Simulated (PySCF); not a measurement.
In(I)3, I3In, SMILES [I][In]([I])[I] at its B3LYP/def2-SVP optimised geometry (Å):

```
4

In    -0.6709     0.0036     0.0000
I      2.0213     0.0036     0.0000
I     -2.0086    -2.3326     0.0020
I     -2.0213     2.3326     0.0000
```

Calculation: B3LYP/def2-TZVP, def2 effective core potentials past Kr run with PySCF. The core electrons that the potentials of I, In replace are not part of the density. Cells within 0.4 Å of a nucleus heavier than hydrogen are left out (blank, or x).

Map of the Laplacian of the electron density (e/bohr⁵), clipped to [-1.50, 1.50] on the plane z = 0.0 Å:

```
|5555555555555555555555555555555|
|5555555555555555555555555555555|
|5555555555555555555555555555555|
|5555555555555555555555555555555|
|5555555555555555555555555555555|
|5555555999755555555555555555555|
|55555599x0965555555555555555555|
|5555559xxx985555555555555555555|
|55555599xx975555555555555555555|
|5555557999955555555555555555555|
|5555555687555555555555555555555|
|5555555555555555555555555555555|
|5555555555567865555555655555555|
|5555555555699998555599996555555|
|555555555589xx0965579xx99555555|
|555555555599xxx965599xxx9555555|
|555555555589xx0965579xx99555555|
|5555555555699998555599996555555|
|5555555555567865555555655555555|
|5555555555555555555555555555555|
|5555555687555555555555555555555|
|5555556999955555555555555555555|
|55555599xx985555555555555555555|
|5555559xxx995555555555555555555|
|55555599x0965555555555555555555|
|5555555999755555555555555555555|
|5555555555555555555555555555555|
|5555555555555555555555555555555|
|5555555555555555555555555555555|
|5555555555555555555555555555555|
|5555555555555555555555555555555|
```
Scale: ten equal steps from -1.50 (start of '0') to 1.50 (end of '9'), in the order '0123456789'; x runs from -4.50 to 4.50, y from -4.50 (bottom) to 4.50 (top).
